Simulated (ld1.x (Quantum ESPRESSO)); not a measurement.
# Pseudopotential generation for B (Z = 5): TM, PBE, scalar-relativistic.

ld1.x (Quantum ESPRESSO) 7.5 input, shortened:

```
&input
   title='B', zed=5., rel=1, dft='PBE', iswitch=3,
   config='[He] 2s2 2p0 3d-2'
 /
 &inputp
   pseudotype=2, tm=.true., lloc=2,
   nlcc=.true., rcore=1.00
 /
3
2S  1  0   2.00   0.00  1.10  1.10  0.0
2P  2  1   0.00   0.00  3.20  3.20  0.0
3D  3  2  -2.00   0.35  3.50  3.50  0.0
 &test
   configts(1)='2s2 2p0'
 /
```

Poles of the logarithmic derivatives, all-electron (AE) and pseudo (PS). s: poles at -1.4, 1.3 (AE) and -1.4, 1.2, 4.9 (PS) Ry. p: poles at -0.9, 1.4, 4.9 (AE) and -0.9, 1.5 (PS) Ry. d: poles at 0.8, 3.7 (AE) and 0.8, 3.9 (PS) Ry. Test radius 3.80 bohr.

* Cutoffs needed: 25 Ry and 70 Ry (the cutoffs (Ry, on a coarse ladder) from which the occupation-weighted sum of valence levels, in a spherical-Bessel basis at the reference potential, stays within 10 and 1 mRy of its value at 400 Ry)
* Ghost test: no extra level below or beside the all-electron valence levels (s, p, d, f tested) (spherical-Bessel basis up to 400 Ry, 20 bohr box)
* Largest excitation error: +215 meV (all-electron minus pseudo) for 2s0 2p3, out of 7 test configurations
